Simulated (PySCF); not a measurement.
InC at PBE0

Level: PBE0. In cc-pVTZ-PP with ECP28, C cc-pVTZ; scalar-relativistic core potentials (PySCF 2.14).

- state: ⁴Σ⁻ (quartet), unpaired electrons σ ↑, π ↑↑
- bond length: 2.205 Å
- harmonic wavenumber: 476 cm⁻¹
- force constant: 1.45 mdyn/Å
- rotational constant Be: 0.3190 cm⁻¹
- anharmonicity ωexe: 2.73 cm⁻¹
- vibration–rotation constant αe: 0.00269 cm⁻¹
- well depth De to In + C: 68.1 kcal/mol
- dissociation energy D0: 67.4 kcal/mol
- bond order (Mayer): 1.28
- dipole moment (positive dipole means In(−)C(+)): -2.69 D

These are scalar-relativistic numbers at best; spin–orbit coupling would shift them, the dissociation energy most. The state is the lowest determinant that a PBE0 search found; another state may lie lower at other levels.
